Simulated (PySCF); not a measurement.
BH₂, SMILES [BH2+], charge +1. Geometry: r2SCAN-D4/def2-TZVPD.

TDDFT-PBE0/def2-TZVPD (PySCF 2.14.0) puts the lowest singlet excitations at 7.29, 7.29, 11.27, 11.27, 14.32, 15.59 eV.

### Question
What are the lowest excitation roots from ADC(3)/aug-cc-pVDZ run with PySCF 2.14.0? (The exact figures need the calculation; the answer reports its results.)

### Answer
7.31, 7.31, 12.15, 12.15, 14.66, 16.16 eV. S1 differs by 0.02 eV (second minus first; roots are paired by order, and the bases may differ).
